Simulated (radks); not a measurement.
Task: Neutral argon, [Ar]. All-electron calculation, non-relativistic Kohn-Sham, r2SCAN, spin-polarised, spherical densities, point nucleus; meta-GGA in the generalised Kohn-Sham scheme. Program: a radial shooting solver on a logarithmic mesh with Libxc functionals. Every spin shell is full or empty, so the densities are truly spherical. Functionals are evaluated on that one density, not self-consistently. Rank these orbital-free kinetic functionals by their error against the exact value of the orbitals, and give that value: Thomas-Fermi, von Weizsacker, TF + vW/9, TF + vW/5, LC94, APBEK, revAPBEK, Perdew 92, Thakkar, Pearson, LKT, PG1, DePristo-Kress, Ernzerhof.

Result: Exact: 526.921 hartree. From best to worst, with 100 (|E| - |E exact|)/|E exact| (equal figures are ties): Ernzerhof +0.04, Thakkar -0.07, DePristo-Kress +0.11, LC94 +0.19, APBEK +0.31, Perdew 92 -0.51, TF + vW/9 -0.52, revAPBEK +0.65, Pearson -1.40, TF + vW/5 +4.67, Thomas-Fermi -7.02, PG1 +23.54, LKT +29.18, von Weizsacker -41.53.
